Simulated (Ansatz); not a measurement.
`CN[BH][SnH3]` + CH₃NH₂ → `C[NH][SnH3]` + `BNC` at 400 K and 1 bar (cleavage of the Sn–B bond).

Program: Ansatz. Geometries: PBE0-D4/def2-TZVP. ΔE: electronic, gas phase. CCSD(T)/CBS is the MP2 limit (def2-TZVPP, def2-QZVPP) plus CCSD(T) − MP2 in def2-TZVPP, frozen cores. Elements past krypton have def2 core potentials. For Sn outer-core shells are correlated without core-valence functions, which leaves a few kJ/mol of doubt a bond. One conformer a species, not always the lowest.

```tsv
species	CCSD(T)/CBS energy (Eh)	H − E (kJ/mol)	S (J/(mol·K))
`CN[BH][SnH3]`	-336.39466	266.8	391.9
CH₃NH₂	-95.75281	185.4	256.0
`C[NH][SnH3]`	-310.95876	222.2	354.6
`BNC`	-121.18426	222.8	289.6
```

H − E and S are ideal-gas, rigid-rotor, harmonic terms from PBE0-D4/def2-TZVP, for one conformer and one mirror image of each species. 1 Eh = 2625.50 kJ/mol, R = 8.31446 J/(mol·K).

By hand: ΔE, ΔH, ΔS and ΔG.

ΔE = (-310.95876) + (-121.18426) − (-336.39466) − (-95.75281) = 0.00445 Eh = 11.7 kJ/mol. Δ(H − E) = 222.2 + 222.8 − 266.8 − 185.4 = -7.2, so ΔH = 4.5 kJ/mol. ΔS = 354.6 + 289.6 − 391.9 − 256.0 = -3.7 J/(mol·K). ΔG = 4.5 − 400 × (-3.7)/1000 = 6.0 kJ/mol.

By hand: the equilibrium constant, and the temperature at which ΔG would vanish if ΔH and ΔS stayed fixed.

log₁₀ K = −ΔG/(RT ln 10) = -0.8. ΔH and −TΔS have one sign here, so there is no such temperature. One of them is within its doubt of zero, so this could turn.

The number of gas molecules stays the same, so ΔS is small and ΔH decides. A doubt of 5 kJ/mol in ΔE shifts log₁₀ K by 0.7 here. Other conformers and mirror images would add mixing entropy, several J/(mol·K) or more a flexible species. These are equilibria of isolated gas molecules and say nothing of rates. Largest T1 diagnostic: 0.014 (customary marks: 0.02 for closed shells, 0.045 for open ones).
